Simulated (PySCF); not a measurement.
Species: C2H8BNO.
SMILES with atom numbers: `[NH3+:1][B@H-:2]1[CH2:3][CH2:4][O:5]1` (hydrogens: H6, H7, H8 on N1; H9 on B2; H10, H11 on C3; H12, H13 on C4)

Computed with PBE0-D3(BJ)/def2-SVP geometry optimisation, gas phase (PySCF 2.14.0).

Question: List the bond lengths, angles and torsions at this level.

Answer: 
```csv
bond,length (Å),order
N1–B2,1.660,single
B2–C3,1.625,single
C3–C4,1.538,single
C4–O5,1.424,single
B2–O5,1.454,single
"N1–H6, N1–H7, N1–H8",1.021,single
B2–H9,1.231,single
C3–H10,1.103,single
C3–H11,1.099,single
C4–H12,1.109,single
C4–H13,1.107,single
```

Bonds in one row agree within 0.01 Å and their mean is given. Orders are formal, as drawn. A selection of angles:
```csv
angle,degrees
B2–N1–H6,112.7
B2–N1–H7,110.4
B2–N1–H8,108.4
H6–N1–H7,109.0
H7–N1–H8,107.7
N1–B2–C3,111.7
N1–B2–O5,106.0
N1–B2–H9,103.3
C3–B2–O5,91.6
C3–B2–H9,123.9
O5–B2–H9,119.4
B2–C3–C4,80.8
B2–C3–H10,118.7
B2–C3–H11,117.8
C4–C3–H10,114.5
C4–C3–H11,115.0
H10–C3–H11,108.1
C3–C4–O5,96.5
C3–C4–H12,115.7
C3–C4–H13,114.0
O5–C4–H12,112.0
O5–C4–H13,111.5
H12–C4–H13,107.1
B2–O5–C4,91.0
```

Torsions: N1–B2–C3–C4 110° (anticlinal); B2–C3–C4–O5 -3° (synperiplanar); C3–C4–O5–B2 3° (synperiplanar); N1–B2–O5–C4 -116° (anticlinal).

B2 (four-coordinate boron) has angles from 91.6° to 123.9°. N1 (nitrogen bonded to B and 3 H) is tetrahedral (angles from 107.7° to 112.7°). The 4-membered ring B2–C3–C4–O5 has internal angles of 80.8° to 96.5°; it is almost planar, 0.02 Å rms from its mean plane, widest ring torsion 3°.

Point group: C1 (no symmetry element, even within 0.4 Å). Not checked by PBE0-D3(BJ)/def2-SVP frequencies.
